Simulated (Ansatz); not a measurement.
Molecule: sum formula SiNH2F2, charge 0, multiplicity 2. It need not be the lowest isomer of its formula. 
Geometry from a B3LYP-D3(BJ)/def2-TZVP (Ansatz, a program for electronic structure) optimisation:
```
N
H 1 1.0097
H 1 1.0097 2 111.44
Si 1 1.7105 2 119.54 3 146.25
F 4 1.6015 1 107.05 2 166.59
F 4 1.6015 5 108.96 1 115.45
```
Charge 0, spin multiplicity 2.

Basis-set convergence of Hartree-Fock and CCSD(T) correlation energies (hartree) with Ansatz. Cores are frozen in the correlated levels unless marked. UHF or UKS for open shells. Spin-orbit coupling is left out. No relativistic terms.

```json
[
 {"basis": "cc-pV(D+d)Z", "functions": "75", "E(HF)": "-543.55113", "E(corr, CCSD(T))": "-0.64882"},
 {"basis": "cc-pV(T+d)Z", "functions": "157", "E(HF)": "-543.67502", "E(corr, CCSD(T))": "-0.84763"},
 {"basis": "cc-pV(Q+d)Z", "functions": "289", "E(HF)": "-543.70390", "E(corr, CCSD(T))": "-0.91739"}
]
```

Extrapolating the two largest sets (X = 3 and 4) as X^-3: E(corr) = (64·(-0.91739) - 27·(-0.84763))/37 = -0.9683 Eh, an estimate of the basis-set limit. The largest set recovers 94.7 % of it, the smallest 67.0 %.
